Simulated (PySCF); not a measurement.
## Selenium: a sound run and one with changed settings

Sound run: Se⁺ [Ar] 3d10 4s2 4p3, Se²⁺ [Ar] 3d10 4s2 4p2. Computed with PySCF 2.14 in Sapporo-DKH3-DZP-2012 (6s5p3d1f, 43 functions), with the spin-free X2C one-electron Hamiltonian (Gaussian nucleus). The sound run starts from symmetry-adapted Hartree-Fock orbitals and uses a fine grid where one is needed.

Changed run: initial guess 1e, at most 3 SCF cycles. This setting is unsound on purpose.

```
species  method  sound run (hartree)  changed run (hartree)  converged
    Se⁺     UHF          -2427.69846            -2427.39038         no
    Se⁺    BP86          -2429.72823            -2428.05658         no
    Se⁺     PBE          -2429.07974            -2427.39629         no
   Se²⁺     UHF          -2426.93063            -2426.31666         no
   Se²⁺    BP86          -2428.94044            -2428.60238         no
   Se²⁺     PBE          -2428.29490            -2427.94348         no
```

The SCF was stopped early; the energies are upper bounds that still move, and correlated levels were skipped or rest on poor orbitals.
